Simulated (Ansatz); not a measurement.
Input for Ansatz (an electronic-structure program): R-wB97M-V/def2-TZVPP on H3InO2 (SMILES [OH][InH][OH]), a point of a torsion scan. Elements past Kr take the def2 small-core potentials; no spin–orbit coupling.

Ansatz 0.2 input:
```yaml
crystal:
  periodic: [false, false, false]
  atoms:
    - {symbol: O, position_ang: [-1.78900797, -0.42478939, 0.31338181]}
    - {symbol: In, position_ang: [-0.26020089, 0.71605859, 0.60074908]}
    - {symbol: O, position_ang: [0.62650954, 0.93298690, -1.11574560]}
    - {symbol: H, position_ang: [-1.79471408, -0.64915512, -0.61971401]}
    - {symbol: H, position_ang: [0.19214493, 1.37994444, 2.07201005]}
    - {symbol: H, position_ang: [1.41310313, 1.46994715, -1.18044311]}
basis:
  gaussian:
    orbitals: def2-TZVPP
hamiltonian:
  xc: {name: wB97M-V}
scf: {lower_state_search: off}
```

Output:

```
WARN ansatz: RAYON_NUM_THREADS=1 ignored (pool sized by the plan → 1); use --threads N
Functional definition: wB97M-V
these checks for a lower state are left out or cut short: stability, starts, cluster_reference, orbital_swaps, neighbouring_geometries, increment
integrals: 0.08 GiB planned
903 factors; their error is unknown
integrals: 0.12 GiB planned
204 factors; integrals over basis functions are off by at most 2.1e-5 eV
mean field: 0.74 GiB planned
mean field evaluation 1: about -9306.8438 eV, gradient 7.5e1 eV
mean field evaluation 2: about -9298.0750 eV, gradient 1.0e2 eV
mean field evaluation 4: about -9316.5346 eV, gradient 1.2e0 eV
mean field evaluation 8: about -9316.5685 eV, gradient 2.6e-1 eV
mean field evaluation 16: about -9316.5686 eV, gradient 5.7e-6 eV
mean field -9316.56855069 eV, -342.3775792409 hartree, gradient 5.7e-6 eV, S^2 0.000000; 0 other end points of the search recorded, 0 dependent functions left out
reference -9316.56861784 eV, -342.3775817087 hartree; 20, 20 occupied and 134, 134 virtual orbitals, 903 factors
Total energy: -9316.56861784 eV, -342.3775817087 hartree
Checks for a lower state left out: stability, starts, cluster_reference, orbital_swaps, neighbouring_geometries, increment
```

The run converged.

Cost: roughly 4 core-seconds.
